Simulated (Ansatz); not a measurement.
Basis sets compared for the cluster Pt₂H₄. Charge 0, multiplicity 1. Geometry B3LYP-D4/def2-TZVP. Ansatz on 4 threads of Arm Neoverse V2 on a shared host; times are rough, and most runs start from earlier orbitals.

```xyz
6

Pt    0.4394   -0.5188    1.1004
Pt   -0.4375    0.5153   -1.1009
H     1.9316   -0.4506    0.8339
H    -0.9206    0.0327   -2.4854
H     0.9167   -0.0315    2.4853
H    -1.9296    0.4530   -0.8334
```

In the def2 sets Pt takes a core potential; there is no spin–orbit coupling. The structure comes from a short search, and lower isomers may exist.

Binding counts from free atoms (Pt triplet, H doublet) in the same basis, without a counterpoise term.

| level | functions | energy (Eh) | HOMO (eV) | LUMO (eV) | binding per atom (eV) | wall time |
| --- | --- | --- | --- | --- | --- | --- |
| PBE-D4/def2-SVP | 84 | -241.1685 | -5.83 | -3.40 | 2.63 | 0.65 s |
| PBE-D4/def2-TZVP | 104 | -241.1913 | -5.84 | -3.50 | 2.67 | 0.7 s |
| r2SCAN-D4/def2-TZVP | 104 | -241.2039 | -6.04 | -3.31 | 2.69 | 1.4 s |
| PBE0-D4/def2-SVP | 84 | -241.0440 | -7.02 | -2.60 | 2.46 | 0.65 s |
| PBE0-D4/def2-TZVP | 104 | -241.0663 | -7.02 | -2.68 | 2.50 | 1.1 s |

**Question.** Estimate the rows for PBE-D4/def2-TZVPD, r2SCAN-D4/def2-TZVPD, PBE0-D4/def2-TZVPD.

**Answer.** 
```tsv
level	functions	energy (Eh)	HOMO (eV)	LUMO (eV)	binding per atom (eV)	wall time
PBE-D4/def2-TZVPD	122	-241.1923	-5.85	-3.52	2.68	0.95 s
r2SCAN-D4/def2-TZVPD	122	-241.2049	-6.03	-3.33	2.69	1.8 s
PBE0-D4/def2-TZVPD	122	-241.0673	-7.02	-2.70	2.51	1.1 s
```
